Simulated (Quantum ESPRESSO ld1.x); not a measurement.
The numbers below are computed, except where a source is named.
P7+, 8 electrons, occupied as 1s1 2s2 2p4 3s1 (not the ground configuration). Code: ld1.x of Quantum ESPRESSO 7.5. Model: scalar-relativistic Kohn-Sham, LDA (Slater exchange, Perdew-Zunger correlation), spin-polarised, spherical densities, point nucleus; open shells are filled with parallel spins first. Some entries of the table are withheld. Estimate them.

orbital,occ.,eigenvalue (eV),r(max) (bohr),<r^2> (bohr^2)
1s up,1,-2465.30,0.06672,(1)
1s down,0,-2382.89,0.06735,(2)
2s up,1,-377.690,0.3861,(3)
2s down,1,-364.225,0.3930,(4)
2p up,3,-339.840,0.3093,0.2024
2p down,1,-325.258,0.3170,0.2123
3s up,1,-126.305,1.145,1.735
3s down,0,-119.901,1.160,1.803

Answer. 
(1) 1s up <r^2> (bohr^2): 0.01375
(2) 1s down <r^2> (bohr^2): 0.01414
(3) 2s up <r^2> (bohr^2): 0.2533
(4) 2s down <r^2> (bohr^2): 0.2623
